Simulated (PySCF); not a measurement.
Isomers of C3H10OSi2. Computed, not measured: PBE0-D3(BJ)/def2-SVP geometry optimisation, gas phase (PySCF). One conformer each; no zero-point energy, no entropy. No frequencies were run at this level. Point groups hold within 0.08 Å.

Task: Rank from lowest to highest electronic energy at this level (kcal/mol).
A. `[CH2:1]=[CH:2][O:3][SiH2:4][CH2:5][SiH3:6]` with C1–C2–O3–Si4 -179°, C2–O3–Si4–C5 180°, O3–Si4–C5–Si6 180°
B. `[CH3:1][O:2][SiH:3]1[CH2:4][SiH2:5][CH2:6]1` with C1–O2–Si3–C4 -52°, O2–Si3–C4–Si5 106°, Si3–C4–Si5–C6 10°, C4–Si5–C6–Si3 -10°, O2–Si3–C6–Si5 -106°

Result: B (0.0), A (19.3).

As drawn, the lower has a four-membered ring, which the higher lacks; the higher has a C=C bond outside aromatic rings, which the lower lacks.

| SMILES | E (Eh) | E rel (kcal/mol) | dipole (D) | point group | A, B, C (MHz) |
| --- | --- | --- | --- | --- | --- |
| CO[SiH]1C[SiH2]C1 | -773.79490 | 0.0 | 0.86 | – | 3681, 1642, 1575 |
| C=CO[SiH2]C[SiH3] | -773.76412 | 19.3 | 0.54 | – | 11986, 740.0, 711.7 |

Task: How do the relative energies change in single points at PBE0/pcSseg-1 (no added dispersion term) on the same geometries?

Result: 
| SMILES | PBE0-D3(BJ)/def2-SVP (kcal/mol) | PBE0/pcSseg-1 (kcal/mol) | shift |
| --- | --- | --- | --- |
| CO[SiH]1C[SiH2]C1 | 0.0 | 0.0 | 0.0 |
| C=CO[SiH2]C[SiH3] | 19.3 | 18.5 | -0.8 |

Each column counts from its own lowest isomer. The order is unchanged; the largest shift is 0.8 kcal/mol.
